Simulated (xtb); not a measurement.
YCl₃, SMILES [Cl][Y]([Cl])[Cl]. All values are semi-empirical tight-binding results from xtb (GFN2-xTB unless named), good for trends rather than for accurate numbers. Geometry: GFN2-xTB. The isomer is the one that the SMILES or the coordinates give; other isomers of the formula were not compared.

For metal compounds this method's bond lengths and energies can be far off.

* **point group as xtb finds it**: C3v
* **orbital gap**: 1.19 eV
* **zero-point energy**: 1.5 kcal/mol
* **G − E(el) at 298.15 K (modified RRHO)**: -18.9 kcal/mol
